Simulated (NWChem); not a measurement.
Molecule: AlI₂F; SMILES [F][Al]([I])[I]

All runs: NWChem. Medium grid unless said otherwise, to which SCAN and Minnesota functionals are sensitive. Geometry: optimised at PBE-D3(BJ)/def2-SVP. def2 effective core potentials on I; no spin-orbit coupling.

For level M06-L/def2-SVP:

| Quantity | Result |
|---|---|
| highest occupied level (eV) | -6.89 |
| orbital gap (eV) | 4.75 |
| dipole (D) | 1.09 |

Question: How do the values read with level B3LYP/def2-SVP instead?

Answer: 
- highest occupied level (eV) = -7.68
- orbital gap (eV) = 5.66
- dipole (D) = 0.95
